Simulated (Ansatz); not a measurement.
`O[Si](F)(F)[SiH3]` + `OBN[SiH3]` → `OBN([SiH3])[SiH3]` + `O[SiH](F)F`  (cleavage of the Si–Si bond)

Computed with Ansatz on PBE0-D4/def2-TZVP structures; ΔE is electronic, products minus reactants. CCSD(T)/CBS adds triple-zeta CCSD(T) − MP2 to the extrapolated MP2 energy (def2 sets, frozen cores). This one scheme is used for every species. One conformer a species, not always the lowest.

```tsv
species	CCSD(T)/CBS(def2) energy (Eh)
`O[Si](F)(F)[SiH3]`	-855.51273
`OBN[SiH3]`	-447.47166
`OBN([SiH3])[SiH3]`	-737.77023
`O[SiH](F)F`	-565.23707
```

(1) Work out ΔE.

Largest T1 diagnostic among the species: 0.013.

## Answers

(1) ΔE = (-737.77023) + (-565.23707) − (-855.51273) − (-447.47166) = -0.02291 Eh = -60.2 kJ/mol.

From PBE to PBE0 (25 % exact exchange), in def2-TZVPP and without D4, ΔE moves by −8.3 kJ/mol. The D4 term adds −5.4 kJ/mol with B3LYP and −2.9 kJ/mol with PBE0; it sums over pairs of atoms, weighted by their polarisabilities, and B3LYP, whose exchange is more repulsive, gets the larger term.

B3LYP here is the variant with VWN-RPA as its local correlation; programs differ in this.
